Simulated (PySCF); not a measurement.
A calculated (PBE0, PySCF 2.14, 6-31G*, the non-relativistic Hamiltonian (point nucleus)) atom or ion has these occupied shells.

| shell | electrons | orbital energy (eV) | rms radius, mean of both spins (bohr) |
| --- | --- | --- | --- |
| 1s | 2 | -9477.6 | 0.0591 |
| 2s | 2 | -1171.3 | 0.249 |
| 2p | 6 | -1033.8 | 0.221 |
| 3s | 2 | -151.78 | 0.743 |
| 3p | 6 | -107.62 | 0.783 |
| 3d | 10 | -32.214 | 0.960 |

Task: Name the element and its charge.

Result: Zn(2+) (zinc, charge +2), in [Ar] 3d10, closed-shell 1S.
